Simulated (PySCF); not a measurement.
W(O)2(NH2)2 (H₄N₂O₂W), SMILES [NH2][W]([NH2])(=[O])=[O], multiplicity 1.

Coordinates come from a r2SCAN-D4/def2-SVP optimisation. The multiplicity is an assumed one; no other spin state was optimised. The structure was generated by enumeration; whether it is a known compound was not checked. The def2 effective core potentials stand for the cores of W; spin–orbit coupling is left out. One conformer was computed; it need not be the lowest.

Two levels are set side by side: PBE/def2-TZVP (PySCF) and HF/def2-TZVP (PySCF). Same geometry, gas phase. Differences are taken from unrounded values.

```
quantity                       PBE
---------------------------  -----
orbital gap (eV)              4.25
highest occupied level (eV)  -6.41
lowest empty level (eV)      -2.16
dipole moment (D)             4.44
mean polarisability (bohr³)   60.7
```

Q: These are the PBE values. What does HF give? (Estimate from the structure and the level; the computed values follow.)

A: 
| quantity | HF | PBE minus HF |
|---|---|---|
| orbital gap (eV) | 13.42 | -9.17 |
| highest occupied level (eV) | -11.28 | 4.87 |
| lowest empty level (eV) | 2.14 | -4.30 |
| dipole moment (D) | 5.15 | -0.71 |
| mean polarisability (bohr³) | 53.7 | 7.1 |

Without exact exchange PBE keeps part of each electron's self-repulsion, which lifts occupied levels and narrows the gap. PBE's more diffuse valence density responds more strongly to a field. Differences between two approximate levels are no errors against the true value.

Rough cost on one machine, each run with all the roots and properties that it gave: HF against PBE about 1/3.
